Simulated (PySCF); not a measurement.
Computed properties of C6H8, SMILES C#C[C@@H]1C[C@@H]1C

C₆H₈, SMILES C#C[C@@H]1C[C@@H]1C. Geometry optimised at B3LYP-D3(BJ)/def2-SVP. The structure was generated by enumeration; whether it is a known compound was not checked. One conformer was computed; it need not be the lowest. All values are computed for the isolated molecule unless a solvent is named; none is compared with measurement here.

**Structure.** All 36 harmonic modes at B3LYP-D3(BJ)/def2-SVP (PySCF) are real, so it is a minimum. With heavy atoms numbered as in [CH:1]#[C:2][C@@H:3]1[CH2:4][C@@H:5]1[CH3:6], the shortest bond between them is C1–C2 at 1.213 Å and the longest C3–C5 at 1.527 Å.

**Vibrations.** The strongest infrared lines (harmonic, unscaled, degenerate partners summed) lie at 3473 cm⁻¹ (80 km/mol, H 86 %, C 14 %), 654 cm⁻¹ (41 km/mol, H 77 %, C 23 %), 704 cm⁻¹ (36 km/mol, H 77 %, C 23 %). The softest mode is at 143 cm⁻¹ and the zero-point energy is 74.3 kcal/mol.

**Electronic structure.** PBE0/def2-TZVP (PySCF) places the frontier levels at -7.09 and 0.83 eV, a gap of 7.92 eV, and gives a dipole moment of 1.03 D and a mean polarisability of 67.9 bohr³. PBE/def2-TZVP (PySCF) at the same geometry gives -5.94 and -0.13 eV, so its gap is 2.11 eV narrower. An orbital gap is neither the optical nor the fundamental gap.

**Excitations.** TDDFT-B3LYP/def2-SVPD (PySCF) has S1 at 5.99 eV (207 nm, f = 0.001, dark); the most intense of the 10 singlets computed lies at 7.10 eV (f = 0.06). T1 (TDA) is at 5.17 eV. TDDFT-PBE/def2-SVPD (PySCF) puts S1 at 5.79 eV. No vertical singlet excitation falls in the visible range (under 3.1 eV).

**NMR.** GIAO shifts at KT2/pcSseg-1 (PySCF) (non-relativistic, atoms alike by connectivity averaged): ¹³C from 11.4 to 81.7 ppm against TMS; ¹H from 0.8 to 2.0 ppm against TMS.

**Solvation.** SMD-M06-2X/def2-SVP (PySCF) gives -0.8 kcal/mol in water, -3.8 kcal/mol in dimethylsulfoxide, -4.7 kcal/mol in cyclohexanone (1 M in both phases, gas-phase geometry); of these solvents cyclohexanone holds the molecule best.
